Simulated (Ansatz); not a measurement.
`F[SiH2][Si](Cl)(Cl)Cl` and `C=CO[Si](Cl)(Cl)Cl` differ in one atom or group.

Ansatz, PBE0-D4/def2-TZVP geometries, multiplicity 1. Each molecule was computed in one conformer, which needn't be the lowest.

```tsv
property	`F[SiH2][Si](Cl)(Cl)Cl`
HOMO–LUMO gap (PBE/def2-TZVPP) / eV	5.26
HOMO energy (PBE0/def2-TZVPP) / eV	-8.61
LUMO energy (ωB97M-V/def2-TZVPP) / eV	0.58
HOMO–LUMO gap (ωB97M-V/def2-TZVPP) / eV	11.20
HOMO energy (B3LYP/def2-TZVPP) / eV	-8.40
HOMO energy (ωB97M-V/def2-TZVPP) / eV	-10.62
```

**Question.** What does the change do to each property? (An estimate is asked.)

**Answer.** The calculation gave: 
```
                               property  `C=CO[Si](Cl)(Cl)Cl`  shift
    HOMO–LUMO gap (PBE/def2-TZVPP) / eV                  5.34   0.08
     HOMO energy (PBE0/def2-TZVPP) / eV                 -7.57   1.04
  LUMO energy (ωB97M-V/def2-TZVPP) / eV                  2.10   1.52
HOMO–LUMO gap (ωB97M-V/def2-TZVPP) / eV                 11.95   0.75
    HOMO energy (B3LYP/def2-TZVPP) / eV                 -7.34   1.06
  HOMO energy (ωB97M-V/def2-TZVPP) / eV                 -9.85   0.77
```

With PBE0 the HOMO rises by 1.04 eV and the LUMO rises by 1.26 eV, so the gap widens by about 0.22 eV. PBE moves the HOMO by 1.00 eV and ωB97M-V by 0.77 eV.

Positive LUMOs are unbound, so they and the gaps depend on the basis.

B3LYP here is the variant with VWN-RPA as its local correlation; programs differ in this.
